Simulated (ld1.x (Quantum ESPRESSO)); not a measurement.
# Varying the TM potential for sulfur (S)

Base potential:

ld1.x (Quantum ESPRESSO) 7.5 input, shortened:

```
&input
   title='S', zed=16., rel=1, dft='PZ', iswitch=3,
   config='[Ne] 3s2 3p4 3d-2'
 /
 &inputp
   pseudotype=2, tm=.true., lloc=1,
   nlcc=.true.
 /
3
3S  1  0   2.00   0.00  1.05  1.05  0.0
3D  3  2  -2.00   0.45  1.15  1.15  0.0
3P  2  1   4.00   0.00  1.05  1.05  0.0
 &test
   configts(1)='3s2 3p4'
 /
```

All-electron outer shells of the reference configuration (LDA (PZ), scalar-relativistic, ld1.x):

```
shell  level (eV)  outermost node (bohr)  outermost maximum (bohr)
   2s     -210.79                   0.13                      0.39
   2p     -156.52                      –                      0.33
   3s      -17.28                   0.60                      1.40
   3p       -7.11                   0.58                      1.59
```

Cutoffs, loose and tight: the cutoffs (Ry, on a coarse ladder) from which the occupation-weighted sum of valence levels, in a spherical-Bessel basis at the reference potential, stays within 10 and 1 mRy of its value at 400 Ry. They do not see the model core or the augmentation charge, which bear on the density cutoff. Test errors are all-electron minus pseudo excitation energies from the reference, over the configurations 3s2 3p3; 3s2 3p2; 3s2 3p1; 3s2 3p0; 3s1 3p4; 3s2 3p3.5; 3s1 3p5 (two spin-polarised tests are not counted in the largest error). A dash means not determined; rows that change the core or the reference have their own tests.

A true bound ghost makes a file unfit for plane-wave use even where its test errors are small: the radial tests pick states by their node count and pass the ghost by. Where a test does run into it, the solver fails or the error is huge.

The default core radius of the base comes out at 0.87 bohr.

| change | outcome | cutoff, loose | cutoff, tight | bound ghosts | largest test error (meV) |
| --- | --- | --- | --- | --- | --- |
| base | generated | 110 Ry | 230 Ry | none | +220 |
| core correction a·sin(br)/r model core inside 0.64 bohr | generated | 110 Ry | 230 Ry | none | +214 |
| local potential the d channel | generated | 120 Ry | 230 Ry | s | 9 of 9 tests not solved or not reliable |
| functional PBE | generated | 110 Ry | 230 Ry | none | +216 |
| wave 3d channel at 0.45 Ry: rc 1.15 bohr becomes 3d channel at 3.79 Ry: rc 1.15 bohr | generated | 110 Ry | 230 Ry | none | +220 |
| wave 3s (bound): rc 1.05 bohr becomes 3s (bound): rc 1.38 bohr | generated | 110 Ry | 160 Ry | none | +148 |

**Question.** What comes out with this change to the base: wave 3p (bound): rc 1.05 bohr becomes 3p (bound): rc 1.24 bohr?

**Answer.** outcome: generated; cutoff, loose: 100 Ry; cutoff, tight: 200 Ry; bound ghosts: none; largest test error (meV): +213.

**Question.** What comes out with this change to the base: all radii but the core radius scaled by about 1.05 (s 1.10, p 1.10, d 1.20 bohr)?

**Answer.** outcome: generated; cutoff, loose: 100 Ry; cutoff, tight: 180 Ry; bound ghosts: none; largest test error (meV): +189.

**Question.** What comes out with this change to the base: type RRKJ; local potential the s channel?

**Answer.** outcome: generated; cutoff, loose: 110 Ry; cutoff, tight: 200 Ry; bound ghosts: none; largest test error (meV): +193.
